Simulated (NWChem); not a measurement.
System: C₄H₈O; SMILES C=CCCO

The following NWChem deck was run.

```
start job
memory heap 200 mb stack 900 mb global 1100 mb
geometry units angstroms noautosym nocenter noautoz
  C      0.141260     2.439645     0.349555
  C     -0.264890     1.361160    -0.342289
  C      0.420524     0.026076    -0.355082
  C     -0.459411    -1.102238     0.185176
  O      0.247204    -2.320317     0.035471
  H      1.051744     2.411861     0.971940
  H     -0.413096     3.390514     0.314922
  H     -1.185767     1.437893    -0.951452
  H      0.701679    -0.250355    -1.396346
  H      1.361991     0.060059     0.232032
  H     -1.430346    -1.108184    -0.373736
  H     -0.709962    -0.885778     1.253716
  H     -0.303096    -3.028338     0.413593
end
basis spherical
  * library def2-svp
end
dft
  xc b3lyp
  iterations 150
end
cosmo
  dielec 2.4
end
task dft energy
```

Geometry: optimised at PBE-D3(BJ)/def2-SVP. Not confirmed as a minimum by frequencies.

Level: B3LYP/def2-SVP with COSMO at NWChem's default radii, gas-phase geometry; the question gives the dielectric constant.

### Question
Give the results of this calculation. (B3LYP/def2-SVP, COSMO on the gas-phase geometry.) Quantities: electrostatic solvation energy (kcal/mol); dipole in solution (D).

### Answer
```yaml
electrostatic solvation energy (kcal/mol): -2.9
dipole in solution (D): 1.72
```
